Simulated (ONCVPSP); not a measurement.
# Reading a pseudo-wave (hydrogen)

Columns: radius, all-electron u(r) and pseudo u(r) of the 1s shell (level -6.35 eV) of hydrogen in the configuration 1s1; LDA (Perdew-Wang 92), scalar-relativistic, ONCV scheme, ONCVPSP 4.0.1.

| r (bohr) | all-electron | pseudo |
| --- | --- | --- |
| 0.075 | 0.1288 | 0.1090 |
| 0.150 | 0.2390 | 0.2139 |
| 0.225 | 0.3326 | 0.3109 |
| 0.300 | 0.4115 | 0.3973 |
| 0.375 | 0.4774 | 0.4714 |
| 0.450 | 0.5319 | 0.5326 |
| 0.525 | 0.5762 | 0.5814 |
| 0.600 | 0.6118 | 0.6190 |
| 0.675 | 0.6397 | 0.6469 |
| 0.750 | 0.6609 | 0.6670 |
| 0.825 | 0.6762 | 0.6807 |
| 0.900 | 0.6864 | 0.6894 |
| 0.975 | 0.6922 | 0.6939 |
| 1.050 | 0.6942 | 0.6951 |
| 1.125 | 0.6929 | 0.6933 |
| 1.200 | 0.6889 | 0.6890 |
| 1.275 | 0.6824 | 0.6824 |
| 1.350 | 0.6739 | 0.6739 |
| 1.425 | 0.6636 | 0.6636 |
| 1.500 | 0.6519 | 0.6519 |
| 1.575 | 0.6390 | 0.6390 |
| 1.650 | 0.6252 | 0.6252 |
| 1.725 | 0.6105 | 0.6105 |
| 1.800 | 0.5952 | 0.5952 |
| 1.875 | 0.5795 | 0.5795 |
| 1.950 | 0.5634 | 0.5634 |

(1) How many radial nodes do the two functions have?

(2) Where does each function peak?

(3) Is the pseudo-wave norm-conserving?

## Answers

(1) The all-electron 1s function has n − l − 1 = 0; the pseudo-wave has 0.

(2) Outermost all-electron maximum near 1.05 bohr, pseudo maximum near 1.05 bohr (to the table’s step).

(3) Yes: the ONCV scheme keeps the norm inside the radius equal to the all-electron one, which fixes the energy derivative of the logarithmic derivative at the level.
